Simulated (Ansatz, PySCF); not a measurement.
System: sum formula BNH$_{3}$, charge 0, multiplicity 2. It need not be the lowest isomer of its formula. 
Geometry from a B3LYP-D3(BJ)/def2-TZVP (Ansatz, a program for electronic structure) optimisation:
```
B
N 1 1.3287
H 2 0.9996 1 163.55
H 1 1.2007 2 121.70 3 180.00
H 1 1.2080 4 119.29 2 -180.00
```
Charge 0, spin multiplicity 2.

Property: vertical electron affinity (to the singlet state of charge -1; a negative value means that the extra electron is unbound and the number depends on the basis; each state is the SCF solution reached for its spin), in eV. Cores are frozen in the correlated levels unless marked. UHF or UKS for open shells. No spin-orbit coupling. Non-relativistic. Anions need diffuse functions: aug- sets have them; def2-D sets add few. Basis-set limits of correlation are two-point, X^-3; Hartree-Fock from the larger set. [CCSD(T)-MP2]/basis is that difference in the basis named.

```
level                                                        program  vertical electron affinity (eV)
-----------------------------------------------------------  -------  -------------------------------
HF/aug-cc-pVDZ                                                Ansatz                            -0.30
HF/aug-cc-pVTZ                                                Ansatz                            -0.31
HF/aug-cc-pVQZ                                                Ansatz                            -0.31
SVWN5/def2-TZVPD                                              Ansatz                             1.33
BHLYP/def2-TZVPD                                              Ansatz                             0.88
M06-2X/def2-TZVPD                                              PySCF                             1.21
MP2/aug-cc-pVDZ                                               Ansatz                             1.41
MP2/def2-TZVPPD                                               Ansatz                             1.48
MP2/def2-QZVPPD                                               Ansatz                             1.56
RI-MP2/aug-cc-pVTZ                                            Ansatz                             1.55
RI-MP2/def2-TZVPPD                                            Ansatz                             1.48
RI-MP2/def2-QZVPPD                                            Ansatz                             1.56
SCS-MP2/aug-cc-pVDZ                                           Ansatz                             1.31
SCS-MP2/def2-SVPD                                             Ansatz                             1.24
SCS-MP2/aug-cc-pVTZ                                           Ansatz                             1.45
SCS-MP2/def2-TZVPPD                                           Ansatz                             1.39
CCSD/aug-cc-pVDZ                                              Ansatz                             1.01
CCSD/def2-SVPD                                                Ansatz                             0.96
CCSD/aug-cc-pVTZ                                              Ansatz                             1.11
RI-MP2/CBS(def2-TZVPPD,def2-QZVPPD)+[CCSD(T)-MP2]/def2-SVPD   Ansatz                             1.33
CCSD(T)/CBS(def2-TZVPPD,def2-QZVPPD)                          Ansatz                             1.28
```
